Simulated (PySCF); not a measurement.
## Mayer bond orders and bond lengths

Compound: 1-chloropentafluorobenzene, C6ClF5.
Numbering: `[F:1][c:2]1[c:3]([F:4])[c:5]([F:6])[c:7]([Cl:8])[c:9]([F:10])[c:11]1[F:12]`

Cartesian coordinates in Å at the PBE0-D3(BJ)/def2-SVP level; atoms count from 1:
```xyz
12
C6ClF5 angstrom
F     -2.4314   -0.0174    1.2631
C     -1.2620   -0.0104    0.6554
C     -0.7947    1.1596    0.0585
F     -1.5250    2.2582    0.1015
C      0.4388    1.1642   -0.5897
F      0.8647    2.2755   -1.1550
C      1.2165    0.0045   -0.6320
Cl     2.7342    0.0137   -1.4223
C      0.7442   -1.1645   -0.0305
F      1.4599   -2.2705   -0.0624
C     -0.4895   -1.1705    0.6175
F     -0.9337   -2.2740    1.1890
```

Bond orders from the PBE0/pcSseg-1 density (PySCF). Isolated species at its PBE0-D3(BJ)/def2-SVP geometry, gas phase.

Problem. Where do the orders between heavy atoms depart from those drawn in the SMILES?

Solution. The largest departure is 0.292, at C7–Cl8 (drawn single, 1.292), counting aromatic bonds as 1.5. Drawn single, order above 1.12: C7–Cl8 (1.292). The bonds drawn aromatic range from 1.23 to 1.36.

Problem. Set the Mayer orders of the bonds beside their lengths.

Solution. 
```tsv
bond	drawn as	length (Å)	Mayer order
F1–C2	single	1.318	0.908
C2–C3	aromatic	1.394	1.341
C3–F4	single	1.320	0.900
C3–C5	aromatic	1.393	1.360
C5–F6	single	1.318	0.942
C5–C7	aromatic	1.397	1.225
C7–Cl8	single	1.711	1.292
C7–C9	aromatic	1.397	1.225
C9–F10	single	1.318	0.942
C9–C11	aromatic	1.393	1.360
C11–F12	single	1.320	0.900
C11–C2	aromatic	1.394	1.341
```

By pair of heavy elements: C–F: lowest C3–F4 and C11–F12 (0.900, 1.320 Å), highest C5–F6 and C9–F10 (0.942, 1.318 Å). C–C: lowest C5–C7 and C7–C9 (1.225, 1.397 Å), highest C3–C5 and C9–C11 (1.360, 1.393 Å). Bonds named together lie within 0.004.

Problem. Sum the orders of all bonds at each heavy atom with more than one neighbour and set the sums beside the valence in the SMILES.

Solution. C2 3.590 (drawn 4), C3 3.601 (drawn 4), C5 3.527 (drawn 4), C7 3.742 (drawn 4), C9 3.527 (drawn 4), C11 3.601 (drawn 4). Orders between atoms that aren't bonded are not in these sums.

Mayer orders depend on the basis set.
